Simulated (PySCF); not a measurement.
Gas-phase equilibrium of 1 mol SnCl4, 0.3 mol H2O at 800 K and 0.100 bar, among 27 species (ClO, SnCl4, O2, HCl, O, SnH2, HO2, SnO, SnHCl3, SnCl3, H2O, H, HOCl, H2O2, O3, H2, SnH4, SnCl2, SnH2Cl2, Cl, Cl2, SnO2, SnH3Cl, Sn2O2, SnHCl, Sn(OH)2, OH). Only gases are allowed; each row takes one source of thermochemistry for all species, and Cantera finds the minimum.

Energies from PySCF, thermal terms from the rigid-rotor harmonic-oscillator model, ideal gas at 1 bar. † marks an energy on the PBE0/def2-TZVP geometry and frequencies. Open shells (unrestricted) among the columns below: O2 (multiplicity 3), SnCl3 (multiplicity 2); the rest are closed-shell singlets. Sn: scalar-relativistic def2 core potential, no spin-orbit coupling. SnCl3: computed as isolated molecules; such fragments, hydroxides, amides, oligomers or adducts are transient or little studied in the gas. The harmonic model lacks anharmonicity and excited electronic states, which grow with temperature; levels with a mode under 35 cm⁻¹ are left out. Soft modes under 120 cm⁻¹ make the harmonic entropy rough for SnCl4, SnCl3, SnCl2.

Molecules larger than those listed are left out. Also missing: (SnO)n, which can matter at low temperature or high pressure.

Mole fractions:

| thermochemistry | x SnCl4 | x H2O | x HCl | x SnCl2 | x O2 | x Cl2 | x SnCl3 |
|---|---|---|---|---|---|---|---|
| BLYP/def2-TZVP† | 0.63 | 0.15 | 0.13 | 0.063 | 0.031 | 0.00031 | 3.0e-5 |
| PBE0/def2-QZVP† | 0.76 | 0.23 | 0.0065 | 0.0032 | 0.0016 | 6.8e-7 | 3.5e-6 |
| LDA/def2-TZVP† | 0.77 | 0.23 | 0.0025 | 0.0012 | 0.00062 | 1.3e-6 | 1.7e-6 |
The most sensitive of these is Cl2: it spans a factor of 10^2.7 over these rows; at this temperature one factor of ten is RT ln 10 = 15 kJ/mol.
